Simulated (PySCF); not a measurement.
Molecule: SMILES O=Cc1ccc([SeH])cc1 (C₇H₆OSe), singlet. Atoms near the plane z = 0.8 Å, at the GFN2-xTB optimised geometry (x, y, z in Å): O1 (-2.6, -2.7, 0.0), C2 (-1.4, -2.6, 0.0), C3 (-0.6, -1.4, 0.0), C4 (-1.3, -0.1, 0.0), C5 (-0.6, 1.0, 0.0), C6 (0.8, 1.0, 0.0), Se7 (1.8, 2.7, 0.0), C8 (1.5, -0.2, 0.0), C9 (0.8, -1.4, 0.0), H10 (-0.7, -3.5, 0.0), H11 (-2.4, -0.2, 0.0), H12 (-1.1, 2.0, 0.0), H13 (0.6, 3.5, 0.0), H14 (2.6, -0.2, 0.0), H15 (1.3, -2.3, 0.0).

Computed with PySCF with B3LYP/def2-TZVP. The values are rescaled to run from 0 to 1.

```
|----------=======--------|
|--------==========-------|
|-------===========-------|
|-------=====+++++==------|
|------=====+*####+=------|
|------====++*@@@@@+------|
|------===+++*%@@@@*------|
|-----===+****%@@@@*=-----|
|------==+#%##%@@@@*=-----|
|------==+*@@@@@@@#+==----|
|-----===+#@@@@@@#*+===---|
|-----==+*@@@@@@@%*++===--|
|-----=+#@@@@#%@@@%*+===--|
|::::--=*%@@@#%@@@#*+===--|
|:::::::-+%@@@@@@*++====--|
|:::....:=%@@@@@@+======--|
|:::.  .-#@@@%@@%+=====---|
|::..  =@@@@@**##*=====---|
|::..  =@@@@%*++*+====----|
|::..   :=#%#++++=====----|
|:::..  .:=+*+=======-----|
|:::.....:-=========------|
|:::::.:::---=====--------|
|:::::::::----------------|
|::::::::-----------------|
```
Scale: ten equal steps from 0.000 (start of ' ') to 1.00 (end of '@'), in the order ' .:-=+*#%@'; x runs from -6.00 to 6.00, y from -6.00 (bottom) to 6.00 (top).

Problem. Which quantity is mapped?
A) log10 of the electron density
B) an orbital amplitude
C) electrostatic potential
D) deformation density (molecule minus spherical neutral atoms)

Solution. C, electrostatic potential. In full: electrostatic potential (hartree/e), clipped to [-0.08, 0.12].
